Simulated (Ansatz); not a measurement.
Cost and result up the ladder for the cluster GeO₂ (3 atoms). The state is a singlet with charge 0. Geometry: PBE0-D4/def2-TZVP.

```xyz
3

Ge    0.150   -0.250   -1.035
O    -0.824    0.211    0.388
O     0.674    0.039    0.647
```

Ansatz on 4 threads of Arm Neoverse V2 on a shared host. Times are rough, and most runs start from the orbitals of an earlier one. No level here is sound enough to serve as a yardstick. Binding counts from free atoms at the same level (Ge triplet, O triplet; other spins of the atoms weren't run), without zero-point energy or a counterpoise term.

Correlated methods freeze 11 core orbitals; core or outer-core shells of Ge are correlated, in sets that lack core-valence functions. The structure holds 1 bond(s) between oxygen atoms. Another isomer (singlet) lies 1.18 eV lower at PBE0-D4/def2-TZVP; other spin states weren't run for this one.

Correlated methods converge slowly with the basis.

```tsv
level	functions	wall time
BLYP-D4/def2-TZVP	110	0.45 s
PBE0-D4/def2-TZVP	110	0.5 s
PBE-D4/def2-TZVP (with forces)	110	0.5 s
r2SCAN-D4/def2-TZVP	110	1 s
r2SCAN0-D4/def2-TZVP	110	1.1 s
CCSD(T)/def2-TZVPP	110	1.9 s
```

(1) Estimate what each level gives for the binding energy per atom (eV).

Results:

(1) 
```csv
level,binding energy per atom (eV),remarks
BLYP-D4/def2-TZVP,3.16,restricted SCF unstable in HF
PBE0-D4/def2-TZVP,2.86,restricted SCF unstable in HF
PBE-D4/def2-TZVP (with forces),3.27,restricted SCF unstable in HF
r2SCAN-D4/def2-TZVP,2.99,restricted SCF unstable in HF
r2SCAN0-D4/def2-TZVP,2.65,restricted SCF unstable in HF
CCSD(T)/def2-TZVPP,2.80,"large T1 (0.022), restricted SCF unstable"
```
